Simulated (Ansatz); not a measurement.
`N[Si]([SiH3])(Cl)Cl` + H–F → `N[Si](F)(Cl)Cl` + SiH₄ at 298.15 K and 1 bar (cleavage of the Si–Si bond).

Computed with Ansatz on PBE0-D4/def2-TZVP structures; ΔE is electronic, products minus reactants. CBS: MP2 limit from def2 TZ/QZ plus the TZ coupled-cluster correction, frozen cores. This one scheme is used for every species. One conformer a species, not always the lowest.

```
              species  CCSD(T)/CBS energy (Eh)  H − E (kJ/mol)  S (J/(mol·K))
`N[Si]([SiH3])(Cl)Cl`              -1555.56297           170.2          389.9
                  H–F               -100.39570            33.5          173.6
     `N[Si](F)(Cl)Cl`              -1364.55198           106.9          349.5
                 SiH₄               -291.46306            92.1          204.8
```

H − E and S are ideal-gas, rigid-rotor, harmonic terms from PBE0-D4/def2-TZVP, for one conformer and one mirror image of each species. 1 Eh = 2625.50 kJ/mol, R = 8.31446 J/(mol·K).

By hand: ΔE, ΔH, ΔS and ΔG.

ΔE = (-1364.55198) + (-291.46306) − (-1555.56297) − (-100.39570) = -0.05637 Eh = -148.0 kJ/mol. Δ(H − E) = 106.9 + 92.1 − 170.2 − 33.5 = -4.7, so ΔH = -152.7 kJ/mol. ΔS = 349.5 + 204.8 − 389.9 − 173.6 = -9.2 J/(mol·K). ΔG = -152.7 − 298.15 × (-9.2)/1000 = -150.0 kJ/mol.

By hand: the equilibrium constant, and the temperature at which ΔG would vanish if ΔH and ΔS stayed fixed.

log₁₀ K = −ΔG/(RT ln 10) = 26.3. ΔG = 0 at ΔH/ΔS = 16598 K, far beyond where these terms or the molecules hold.

The number of gas molecules stays the same, so ΔS is small and ΔH decides. A doubt of 5 kJ/mol in ΔE shifts log₁₀ K by 0.9 here. Other conformers and mirror images would add mixing entropy, several J/(mol·K) or more a flexible species. These are equilibria of isolated gas molecules and say nothing of rates. Largest T1 diagnostic: 0.011 (customary marks: 0.02 for closed shells, 0.045 for open ones).
